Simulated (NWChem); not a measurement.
# BHI2; SMILES IBI

```xyz
4

B      0.0000     0.0000    -0.9408
H      0.0000     0.0000    -2.1408
I     -1.8517     0.0000     0.0646
I      1.8517     0.0000     0.0646
```
Atoms are numbered in this order, from 1.

Computed with NWChem. All runs use the structure optimised with PBE0/def2-SVP. def2 effective core potentials on I; no spin-orbit coupling. Vertical excitations in the gas phase; the lowest state need not have the same character in each row.

For level B3LYP/def2-SVPD, TDA:

* **oscillator strength of that bright state**: 0.184
* **orbital gap (eV)**: 4.85

### Question
Estimate the same quantities for level PBE0/def2-SVPD, TDA.

### Answer
The oscillator strength of that bright state is 0.196 and the orbital gap (eV) is 5.23.
